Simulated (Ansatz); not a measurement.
```yaml
crystal:
  periodic: [false, false, false]
  atoms:
    - {symbol: C, position_ang: [0.471535, -0.935727, -2.857247]}
    - {symbol: C, position_ang: [-0.301097, -1.297441, -1.424934]}
    - {symbol: C, position_ang: [-0.638617, -2.710258, -1.478728]}
    - {symbol: O, position_ang: [-1.404411, -0.470839, -1.125625]}
    - {symbol: Al, position_ang: [-2.075298, 0.658489, -0.027120]}
    - {symbol: O, position_ang: [-1.017976, 1.260073, 1.197624]}
    - {symbol: C, position_ang: [0.387240, 0.914477, 1.724246]}
    - {symbol: C, position_ang: [1.311295, 1.823636, 0.905423]}
    - {symbol: C, position_ang: [0.452700, 1.572711, 3.189694]}
    - {symbol: H, position_ang: [0.732841, 0.224669, -2.765512]}
    - {symbol: H, position_ang: [1.445448, -1.404680, -2.907987]}
    - {symbol: H, position_ang: [-0.329707, -0.995834, -3.659573]}
    - {symbol: H, position_ang: [0.354542, -1.056190, -0.434921]}
    - {symbol: H, position_ang: [0.340018, -3.391116, -1.614863]}
    - {symbol: H, position_ang: [-0.925971, -2.985878, -0.486685]}
    - {symbol: H, position_ang: [-1.449145, -2.928866, -2.392419]}
    - {symbol: H, position_ang: [-3.422006, 1.235805, -0.204755]}
    - {symbol: H, position_ang: [0.431993, -0.021783, 1.710459]}
    - {symbol: H, position_ang: [1.013411, 2.790041, 0.924878]}
    - {symbol: H, position_ang: [2.273619, 1.657262, 1.284507]}
    - {symbol: H, position_ang: [1.306779, 1.276676, -0.062735]}
    - {symbol: H, position_ang: [1.437202, 1.326337, 3.742871]}
    - {symbol: H, position_ang: [-0.368874, 0.844136, 3.780500]}
    - {symbol: H, position_ang: [0.222411, 2.577461, 3.209597]}
basis:
  gaussian: {orbitals: cc-pVTZ-DK}
hamiltonian: {xc: {name: wB97X}}
accuracy: high
scf: {lower_state_search: off}
output: {forces: true}
```

```sh
$ ansatz run in.yaml --threads 4 --pin off --events-out ev --progress --plain --max-ram 46080MiB --backend cuda --devices 0, --max-vram 37GiB
```

Shortened log:

```
Functional definition: wB97X
9026 factors; integrals over basis functions are off by at most 8.0e-8 eV
906 factors; integrals over basis functions are off by at most 2.7e-9 eV
mean field evaluation 1: about -17163.5524 eV, gradient 7.9e1 eV
mean field evaluation 2: about -17162.9214 eV, gradient 8.6e1 eV
mean field evaluation 4: about -17175.6121 eV, gradient 3.4e0 eV
mean field evaluation 8: about -17175.8190 eV, gradient 4.4e-1 eV
mean field evaluation 16: about -17175.8195 eV, gradient 2.7e-4 eV
mean field -17175.81945671 eV, -631.1997228456 hartree, gradient 4.3e-8 eV, S^2 0.000000; 0 other end points of the search recorded, 0 dependent functions left out
reference -17175.81945133 eV, -631.1997226478 hartree; 40, 40 occupied and 444, 444 virtual orbitals, 9026 factors
Total energy: -17175.81945133 eV, -631.1997226478 hartree
Relativity: scalar
Atom 0 at     0.471535    -0.935727    -2.857247 Å, force    -2.026534     3.904156     2.742567 eV/Å
Atom 1 at    -0.301097    -1.297441    -1.424934 Å, force     2.877445     2.939102     0.652972 eV/Å
Atom 2 at    -0.638617    -2.710258    -1.478728 Å, force     0.219120    -3.241900    -2.150045 eV/Å
Atom 3 at    -1.404411    -0.470839    -1.125625 Å, force    -0.731115    -0.193875    -1.010599 eV/Å
Atom 4 at    -2.075298     0.658489    -0.027120 Å, force     2.784115    -0.571364     0.289782 eV/Å
Atom 5 at    -1.017976     1.260073     1.197624 Å, force     1.235308    -0.976818     0.662148 eV/Å
Atom 6 at     0.387240     0.914477     1.724246 Å, force    -2.977232    12.357201     1.202089 eV/Å
Atom 7 at     1.311295     1.823636     0.905423 Å, force    -0.163577    -6.145522    -1.315556 eV/Å
Atom 8 at     0.452700     1.572711     3.189694 Å, force    -0.861054    -7.200113     1.240851 eV/Å
Atom 9 at     0.732841     0.224669    -2.765512 Å, force    -0.592347    -2.286894    -0.364393 eV/Å
Atom 10 at     1.445448    -1.404680    -2.907987 Å, force    -0.304602    -0.683706    -0.518039 eV/Å
Atom 11 at    -0.329707    -0.995834    -3.659573 Å, force     1.502313    -0.471233     0.679307 eV/Å
Atom 12 at     0.354542    -1.056190    -0.434921 Å, force    -0.310519    -1.020330    -2.623010 eV/Å
Atom 13 at     0.340018    -3.391116    -1.614863 Å, force    -2.139751     1.653905    -0.221279 eV/Å
Atom 14 at    -0.925971    -2.985878    -0.486685 Å, force    -1.189535    -0.628223     0.384523 eV/Å
Atom 15 at    -1.449145    -2.928866    -2.392419 Å, force     2.102371     0.353513     2.759865 eV/Å
Atom 16 at    -3.422006     1.235805    -0.204755 Å, force    -1.368056     0.464039    -0.161877 eV/Å
Atom 17 at     0.431993    -0.021783     1.710459 Å, force     1.202214    -7.833811    -0.184802 eV/Å
Atom 18 at     1.013411     2.790041     0.924878 Å, force    -1.004255     2.820646    -0.185584 eV/Å
Atom 19 at     2.273619     1.657262     1.284507 Å, force     1.693425     0.291133     0.574469 eV/Å
Atom 20 at     1.306779     1.276676    -0.062735 Å, force     0.145422     1.323506    -0.198845 eV/Å
Atom 21 at     1.437202     1.326337     3.742871 Å, force    -1.371760     0.580258    -1.148409 eV/Å
Atom 22 at    -0.368874     0.844136     3.780500 Å, force     1.927624     2.572273    -1.054329 eV/Å
Atom 23 at     0.222411     2.577461     3.209597 Å, force    -0.649017     1.994057    -0.051806 eV/Å
Dipole moment:     0.285157    -0.183564     0.086502 e Å
Checks for a lower state left out: stability, starts, cluster_reference, orbital_swaps, neighbouring_geometries, increment
```

Run time 26 s (4 threads of an AMD EPYC 7R13 on a shared host and a share of an NVIDIA H100 80 GB); peak host memory 2.5 GiB.
